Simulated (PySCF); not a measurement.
# What a mistake does to a calculation on BClGeH5Si

Calculated results; nothing here was measured. They come from PySCF 2.14.0, an open-source quantum chemistry program, on an isolated molecule that a program drew, which may never have been made. The molecule is BClGeH5Si (charge 0, doublet), drawn as the SMILES string `ClB[SiH][GeH3]`.

Each row is a Hartree-Fock (HF) and frozen-core CCSD(T) single point in the cc-pV(D+d)Z basis, meant for a local HF minimum. Run 1 is clean. Each other run has one planted mistake out of seven kinds, and not every kind appears here: one electron removed, one electron added, multiplicity raised by two, geometry at a saddle point, minimal basis STO-3G, one bond length entered in bohr, all coordinates scaled. The reference is restricted for singlets and unrestricted otherwise, and also for a bond in bohr. Adding or removing an electron swaps singlet and doublet. Electrons count all cores. HOMO and LUMO are orbital energies over both spins, the gradient is its largest component, and the lowest frequency (negative if imaginary) is given only where the gradient is small. Bond lengths are over the 8 bonds as drawn. T1 is the CCSD diagnostic: over 0.02 (restricted) or 0.045 (unrestricted) a single reference is doubtful. Germanium has the cc-pVDZ-PP basis, with a core potential (ECP10MDF) in place of its 10 inner electrons, and its 3s, 3p and 3d shells are frozen in CCSD(T).

Geometry of the clean run:
```xyz
9
BClGeH5Si, angstrom
Cl   -1.7541   -1.1024   -1.5650
B    -0.8117   -0.2800   -2.8192
Si    0.1798    1.3941   -2.4043
Ge    0.6717    2.0707   -0.1561
H    -0.8506   -0.7550   -3.9138
H     1.1608    1.8452   -3.4178
H    -0.5884    1.9633    0.7035
H     1.1530    3.5249   -0.1679
H     1.7703    1.1972    0.4590
```

```
run  electrons  basis functions  <S^2>  HOMO (eV)  LUMO (eV)  gradient (hartree/bohr)  lowest frequency (cm^-1)  mean bond (Å)  longest bond (Å)      T1  HF (hartree)  CCSD(T) (hartree)                     mistake
  1         73              108  0.766      -8.53       0.30                  9.8e-06                        48         1.6784             2.399  0.0166   -1069.40820        -1069.88757                    no fault
  2         73              108  3.772      -6.17      -2.42                  6.3e-02                         -         1.6784             2.399  0.0309   -1069.24407        -1069.72194  multiplicity raised by two
  3         73              108  1.758      -8.48       0.06                  1.7e-02                         -         1.8488             2.895  0.0213   -1069.29163        -1069.74794                           ?
  4         74              108  0.000      -1.44       7.08                  3.9e-02                         -         1.6784             2.399  0.0176   -1069.42616        -1069.94311                           ?
```

**Which mistake was planted in run 3, and what did it cost?**

The mean bond changes by a factor of 1.102 and the longest by 1.207, so the molecule wasn't scaled as a whole. A length L in bohr read as angstrom grows by (1/0.5292 - 1) L = 0.890 L. The 8 bonds together grew by 8 x 0.1704 = 1.363 Å, which gives L = 1.532 Å. That is the length of one of the Ge-H bonds, 1.532 Å in the clean geometry. So the mistake is: one bond length entered in bohr. Subtracting run 1 and multiplying by 627.51 kcal/mol a hartree, the energy moved by 73.1 kcal/mol in HF and 87.6 kcal/mol in CCSD(T).

**Which mistake was planted in run 4, and what did it cost?**

It counts 74 electrons, one more than the clean run, at the same geometry and basis. So the mistake is: one electron added. Subtracting run 1 and multiplying by 627.51 kcal/mol a hartree, the energy moved by -11.3 kcal/mol in HF and -34.9 kcal/mol in CCSD(T).

